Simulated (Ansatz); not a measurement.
**GaH3F− ([GaFH3]-): methods side by side**

GaH3F−: 5 atoms, total charge -1, spin state singlet. SMILES: `[H][Ga-]([H])([H])[F]`. The shape comes from GFN2-xTB, which is rough for such elements, and wasn't checked as a minimum.

```csv
atom,x (Å),y (Å),z (Å)
Ga,-0.0016,0.0009,-0.0921
F,0.0121,-0.0189,1.6874
H,1.4870,0.0117,-0.5401
H,-0.7517,1.2942,-0.5142
H,-0.7458,-1.2880,-0.5411
```

Each level gives the energy change with the Ga1–H5 bond stretched from 1.555 to 1.943 Å (eV). The values are calculated.

```tsv
level	kind	program	value (eV)	less FCI/STO-3G	CPU time (all runs)
SVWN5/STO-3G (restricted)	LDA	Ansatz	1.37	+0.17	2 s
PBE/STO-3G (restricted)	GGA	Ansatz	1.27	+0.07	2.9 s
r2SCAN/STO-3G (restricted)	meta-GGA	Ansatz	1.34	+0.14	7.1 s
r2SCAN0/STO-3G (restricted)	hybrid meta-GGA	Ansatz	1.40	+0.20	7.6 s
HSE06/STO-3G (restricted)	range-separated hybrid	Ansatz	1.36	+0.16	3.6 s
B2PLYP/STO-3G (restricted)	double hybrid	Ansatz	1.36	+0.16	5.7 s
MP2/STO-3G (restricted)	perturbation theory	Ansatz	1.33	+0.13	0.39 s
CCSDT/STO-3G (restricted)	coupled cluster or CI	Ansatz	1.20	0.00	1.6 s
CCSDTQ/STO-3G (restricted)	coupled cluster or CI	Ansatz	1.20	0.00	60 s
FCI/STO-3G	exact in the basis	Ansatz	1.20	0.00	37 s
```

FCI/STO-3G is exact within its basis and frozen core, so for wave-function methods in that basis the difference is their error; functionals converge differently with the basis, so for them it is only a difference. All-electron rows without a relativistic Hamiltonian named are non-relativistic. Sets without diffuse functions describe the anion poorly. The first shape isn't each level's own minimum. The values span 1.20 to 1.40 eV. All rows use very small basis sets, so even the best lies far from the true value. In the correlated wave-function rows the outer d shell of Ga is correlated, in sets not made for it. CPU times are rough (shared hosts, several kinds of processor): they show what a rung costs within a factor of a few.
